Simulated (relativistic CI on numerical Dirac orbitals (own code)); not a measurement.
# Radial parameters of Hf22+

Calculated at this level of theory: Dirac-Coulomb-Breit CI, orbitals from a KLI potential per configuration, QED by a radiative potential, unscaled Slater integrals (own radial code, finite nucleus).

Slater integrals F^k, G^k are unscaled and averaged over j, outside the closed core [Ar] 3d10 4p6 4d10; ζ comes from projecting the Hamiltonian with its Breit term on Σ l·s of the shell.

- 4s2 4f4: F^2(4f,4f) = 211880, F^4(4f,4f) = 137300, F^6(4f,4f) = 100130, ζ(4f) = 6000.3 cm⁻¹; <r>(4f) = 0.488, <r^2>(4f) = 0.2752 (bohr units).
- 4s2 4f3 5s: F^2(4f,4f) = 214530, F^4(4f,4f) = 139120, F^6(4f,4f) = 101500, ζ(4f) = 6184, G^3(4f,5s) = 32298 cm⁻¹; <r>(4f) = 0.4828, <r^2>(4f) = 0.2694, <r>(5s) = 0.8615, <r^2>(5s) = 0.8264 (bohr units).
- 4s2 4f2 5s2: F^2(4f,4f) = 217480, F^4(4f,4f) = 141150, F^6(4f,4f) = 103020, ζ(4f) = 6370.3 cm⁻¹; <r>(4f) = 0.4773, <r^2>(4f) = 0.2629 (bohr units).

Averages of the first 10 configurations, taken without configuration mixing, which lowers the lowest level and can move excited configurations by several eV; other configurations of the list can lie among them:

| Configuration | Parity | States | Average energy above the lowest level (eV) |
| --- | --- | --- | --- |
| 4s2 4f4 | even | 1001 | 14.1 |
| 4s2 4f3 5s | odd | 728 | 84.3 |
| 4s2 4f2 5s2 | even | 91 | 163.6 |
| 4s2 4f3 5p | even | 2184 | 136.6 |
| 4s2 4f2 5s 5p | odd | 1092 | 213.3 |
| 4s2 4f2 5p2 | even | 1365 | 268.1 |
| 4s2 4f3 5d | odd | 3640 | 208.2 |
| 4s2 4f2 5s 5d | even | 1820 | 287.2 |
| 4s2 4f2 5p 5d | odd | 5460 | 339.8 |
| 4s2 4f3 5f | even | 5096 | 283.9 |
